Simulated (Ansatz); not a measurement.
The cluster B₂O₃, relaxed as a triplet with UKS PBE-D4/def2-SVP in Ansatz, starting from the PBE-D4/def2-SVP geometry of the neutral singlet. Force threshold 0.02 eV/Å.

At PBE-D4/def2-SVP a singlet of charge 0 lies 4.22 eV below the triplet, each at its own geometry. The structure comes from a short search, and lower isomers may exist.

Start:

```xyz
5

B     0.2015    1.1740   -0.5643
B    -0.1982   -1.1730    0.5675
O    -0.3947   -2.2616    1.0807
O     0.0166    0.0043    0.0148
O     0.3748    2.2564   -1.0986
```

Task: Estimate the energy that the relaxation releases and the steps that it takes.

Result: 60.7 kcal/mol, in 21 steps; 27 s on 4 threads of Arm Neoverse V2 on a shared host. No frequencies were taken in this run, so the end may be a saddle point.

Task: Does the start keep its bonding and symmetry?

Result: By distances, no bond broke or formed. The bond that changes most is B1–O5, from 1.22 to 1.34 Å (atoms count from 1). Point group D∞h at the start, Cs at the end, both within 0.05 Å.

Task: Predict the relaxed structure.

Result: 
```xyz
5

B    -0.030    1.527   -0.174
B    -0.175   -1.049    0.494
O    -0.184   -2.260    0.695
O    -0.201    0.255    0.349
O     0.590    1.527   -1.363
```
Bond lengths: 4 × B–O 1.23 to 1.39 Å.
